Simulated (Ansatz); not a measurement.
Basis-set extrapolation for `CO[Si](C)(N)F` (PBE0-D4/def2-TZVP geometry, frozen core, Ansatz). Multiplicity 1, RHF reference.

|  | def2-TZVPP | def2-QZVPP |
| --- | --- | --- |
| HF | -598.396242 | -598.421093 |
| MP2 correlation | -1.168615 | -1.260051 |
| CCSD(T) correlation | -1.252072 | not run |

Energies in hartree. Use E(X) = E(∞) + A·exp(−7.88·√X) for Hartree–Fock and E(X) = E(∞) + B·X^(−2.97) for correlation, with X = 3 and 4, and add CCSD(T) minus MP2 of the smaller set to the MP2 limit.

What is the CCSD(T) energy at the basis-set limit?

HF limit: -598.421093 + (-0.024851) × 0.13774 = -598.42452. MP2 limit: -1.260051 + (-0.091436) × 0.74074 = -1.32778. Higher-order term: -1.252072 − (-1.168615) = -0.08346. Total: -599.83576 hartree, 492.1 kJ/mol below CCSD(T)/def2-TZVPP.
